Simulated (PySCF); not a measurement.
Working out the ionisation energy of K⁺

K⁺ [Ar] (1S) → K²⁺ [Ne] 3s2 3p5 (2P). All numbers are calculated (PySCF 2.14, the spin-free X2C one-electron Hamiltonian (Gaussian nucleus), in aug-cc-pVDZ-X2C (6s5p3d, 36 functions)). Frozen: [Ne] 3s2. Energies in hartree (1 hartree = 27.21139 eV):

| part | K⁺ (lower) | K²⁺ (upper) |
| --- | --- | --- |
| UHF | -601.309314 | -600.150611 |
| CCSD correlation | -0.004698 | -0.002134 |
| (T) | -0.000032 | -0.000004 |

Problem. What does Hartree-Fock give?

Solution. (-600.150611) − (-601.309314) = 1.158703 hartree = 31.530 eV.

Problem. What do CCSD and CCSD(T) give?

Solution. The CCSD correlation energies differ by 0.002564 hartree = 0.070 eV and the triples by 0.000028 hartree = 0.001 eV, so CCSD gives 31.600 eV and CCSD(T) 31.601 eV.

Reference: 31.625 eV (measured; NIST Atomic Spectra Database, ionization energies), between the lowest levels; spin-orbit coupling is absent from the calculation.

A double-zeta basis recovers only part of the correlation energy.

What remains against the reference includes basis incompleteness, the frozen core and higher excitations.
